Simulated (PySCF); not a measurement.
BiBr2 (SMILES [Br][Bi+][Br]), charge +1, singlet, geometry from GFN2-xTB (such geometries of metal compounds can be far from the true shape) (core potentials on Bi), with bond 3-1 at 1.25 times its length; HF/def2-SV(P) run with PySCF.

Input for PySCF:
```python
from pyscf import gto, scf

mol = gto.Mole()
mol.atom = '''
    Bi    0.671282    0.356821    0.221934
    Br   -1.134302    0.941785   -1.434148
    Br   -0.739814   -2.324156    1.079326
'''
mol.basis = 'def2-sv(p)'
mol.ecp = {'Bi': 'def2-sv(p)'}
mol.charge = 1
mol.spin = 0
mol.verbose = 4
mol.build()

mf = scf.RHF(mol)
mf.kernel()
mo_i, mo_e, stable_i, stable_e = mf.stability(internal=True, external=True, return_status=True, nroots=6, tol=1e-6)
print('internally stable:', stable_i, ' externally stable:', stable_e)
if not stable_e:
    umf = mf.to_uhf() if not hasattr(mf, 'xc') else mf.to_uks()
    umf.scf_summary = {}
    umf.kernel(umf.make_rdm1(mo_e, umf.mo_occ))
```

The log (banner, timings and long lists left out):

```
PySCF version 2.14.0

[INPUT] verbose = 4
[INPUT] num. atoms = 3
[INPUT] num. electrons = 92
[INPUT] charge = 1
[INPUT] spin (= nelec alpha-beta = 2S) = 0
[INPUT] symmetry False subgroup None
[INPUT] Mole.unit = angstrom
[INPUT] Symbol           X                Y                Z      unit          X                Y                Z       unit  Magmom
[INPUT]  1 Bi     0.671282000000   0.356821000000   0.221934000000 AA    1.268539132350   0.674293965493   0.419394477729 Bohr   0.0
[INPUT]  2 Br    -1.134302000000   0.941785000000  -1.434148000000 AA   -2.143520122546   1.779715718224  -2.710146942093 Bohr   0.0
[INPUT]  3 Br    -0.739814000000  -2.324156000000   1.079326000000 AA   -1.398045843119  -4.392018310765   2.039630539122 Bohr   0.0

nuclear repulsion = 460.988597651992
number of shells = 34
number of NR pGTOs = 209
number of NR cGTOs = 90
basis = def2-sv(p)
ecp = {'Bi': 'def2-sv(p)'}

******** <class 'pyscf.scf.hf.RHF'> ********
method = RHF
initial guess = minao
damping factor = 0
level_shift factor = 0
DIIS = <class 'pyscf.scf.diis.CDIIS'>
diis_start_cycle = 1
diis_space = 8
diis_damp = 0
SCF conv_tol = 1e-09
SCF conv_tol_grad = None
SCF max_cycles = 50
direct_scf = True
direct_scf_tol = 1e-13
Set gradient conv threshold to 3.16228e-05
Initial guess from minao.
init E= -5328.40792402152
cycle= 1 E= -5355.8551848095  delta_E= -27.4  |g|= 2.02  |ddm|= 12.7
cycle= 2 E= -5356.51781845452  delta_E= -0.663  |g|= 1.77  |ddm|= 5.59
cycle= 3 E= -5357.43018472796  delta_E= -0.912  |g|= 0.363  |ddm|= 2.47
cycle= 4 E= -5357.49218645975  delta_E= -0.062  |g|= 0.0679  |ddm|= 0.785
cycle= 5 E= -5357.49593445966  delta_E= -0.00375  |g|= 0.0351  |ddm|= 0.17
cycle= 6 E= -5357.49775425245  delta_E= -0.00182  |g|= 0.0221  |ddm|= 0.108
cycle= 7 E= -5357.4991438072  delta_E= -0.00139  |g|= 0.0121  |ddm|= 0.12
cycle= 8 E= -5357.49979160029  delta_E= -0.000648  |g|= 0.00302  |ddm|= 0.129
cycle= 9 E= -5357.49980869756  delta_E= -1.71e-05  |g|= 0.00066  |ddm|= 0.0186
cycle= 10 E= -5357.49980936243  delta_E= -6.65e-07  |g|= 0.00026  |ddm|= 0.00309
cycle= 11 E= -5357.49980944452  delta_E= -8.21e-08  |g|= 7.39e-05  |ddm|= 0.00109
cycle= 12 E= -5357.49980945405  delta_E= -9.53e-09  |g|= 2.96e-05  |ddm|= 0.000316
cycle= 13 E= -5357.49980945558  delta_E= -1.53e-09  |g|= 1.25e-05  |ddm|= 0.000127
cycle= 14 E= -5357.49980945594  delta_E= -3.61e-10  |g|= 5.73e-06  |ddm|= 6.66e-05
Extra cycle  E= -5357.499809456  delta_E= -5.28e-11  |g|= 3.85e-06  |ddm|= 1.99e-05
converged SCF energy = -5357.499809456
rhf_internal: lowest eigs of H = [0.27257795 0.37302878 0.3972609  0.44008389 0.46078789 0.59770158]
<class 'pyscf.scf.hf.RHF'> wavefunction is stable in the internal stability analysis
rhf_real2complex: lowest eigs of H = [0.05224346 0.07302933 0.09174629 0.11223248 0.12025    0.13513778]
<class 'pyscf.scf.hf.RHF'> wavefunction is stable in the real -> complex stability analysis
rhf_external: lowest eigs of H = [-0.06154002  0.01160343  0.0375705   0.06302415  0.07806048  0.09154372]
<class 'pyscf.scf.hf.RHF'> wavefunction has an RHF/RKS -> UHF/UKS instability
internally stable: True  externally stable: False

******** <class 'pyscf.scf.uhf.UHF'> ********
method = UHF
initial guess = minao
damping factor = 0
level_shift factor = 0
DIIS = <class 'pyscf.scf.diis.CDIIS'>
diis_start_cycle = 1
diis_space = 8
diis_damp = 0
SCF conv_tol = 1e-09
SCF conv_tol_grad = None
SCF max_cycles = 50
direct_scf = True
direct_scf_tol = 1e-13
number electrons alpha = 46  beta = 46
Set gradient conv threshold to 3.16228e-05
init E= -5357.38969582718
cycle= 1 E= -5357.47942457946  delta_E= -0.0897  |g|= 0.0983  |ddm|= 0.628
cycle= 2 E= -5357.50172943121  delta_E= -0.0223  |g|= 0.0498  |ddm|= 0.29
cycle= 3 E= -5357.50717583197  delta_E= -0.00545  |g|= 0.0285  |ddm|= 0.133
cycle= 4 E= -5357.51007417217  delta_E= -0.0029  |g|= 0.0127  |ddm|= 0.137
cycle= 5 E= -5357.51081378972  delta_E= -0.00074  |g|= 0.00799  |ddm|= 0.0594
cycle= 6 E= -5357.51119800274  delta_E= -0.000384  |g|= 0.00496  |ddm|= 0.0501
cycle= 7 E= -5357.51134984049  delta_E= -0.000152  |g|= 0.00295  |ddm|= 0.035
cycle= 8 E= -5357.5114062176  delta_E= -5.64e-05  |g|= 0.00109  |ddm|= 0.0255
cycle= 9 E= -5357.51141286541  delta_E= -6.65e-06  |g|= 0.000379  |ddm|= 0.00946
cycle= 10 E= -5357.51141361316  delta_E= -7.48e-07  |g|= 0.000223  |ddm|= 0.00223
cycle= 11 E= -5357.51141391561  delta_E= -3.02e-07  |g|= 0.000166  |ddm|= 0.00138
cycle= 12 E= -5357.51141411827  delta_E= -2.03e-07  |g|= 0.000137  |ddm|= 0.00103
cycle= 13 E= -5357.51141437531  delta_E= -2.57e-07  |g|= 0.000103  |ddm|= 0.00164
cycle= 14 E= -5357.51141452937  delta_E= -1.54e-07  |g|= 7.93e-05  |ddm|= 0.00136
cycle= 15 E= -5357.51141462606  delta_E= -9.67e-08  |g|= 5.99e-05  |ddm|= 0.00119
cycle= 16 E= -5357.51141469369  delta_E= -6.76e-08  |g|= 3.77e-05  |ddm|= 0.00122
cycle= 17 E= -5357.51141471868  delta_E= -2.5e-08  |g|= 2.01e-05  |ddm|= 0.000827
cycle= 18 E= -5357.51141472418  delta_E= -5.5e-09  |g|= 8.88e-06  |ddm|= 0.000431
cycle= 19 E= -5357.51141472473  delta_E= -5.51e-10  |g|= 4.34e-06  |ddm|= 0.000124
Extra cycle  E= -5357.5114147248  delta_E= -6.37e-11  |g|= 3e-06  |ddm|= 1.17e-05
converged SCF energy = -5357.5114147248  <S^2> = 0.60107118  2S+1 = 1.8450704
```
